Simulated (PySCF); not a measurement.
# Electron correlation in Ge⁻ (germanium, charge -1)

[Ar] 3d10 4s2 4p3, high-spin 4S determinant. Computed with PySCF 2.14 in def2-TZVPPD (7s5p5d1f, 54 functions), with the non-relativistic Hamiltonian (point nucleus). Frozen: [Ar] 3d10; 5 electrons correlated.

| level | correlation energy (mhartree) |
| --- | --- |
| CCSD | -79.40 |
| (T) | -3.09 |
| CCSD(T) | -82.49 |

Diagnostics: T1 = 0.0054, D1 = 0.0133, largest double amplitude 0.049.

Q: Is a single reference adequate?

A: Yes, within this model without spin-orbit coupling: T1 lies below 0.03 and no double amplitude reaches 0.07.
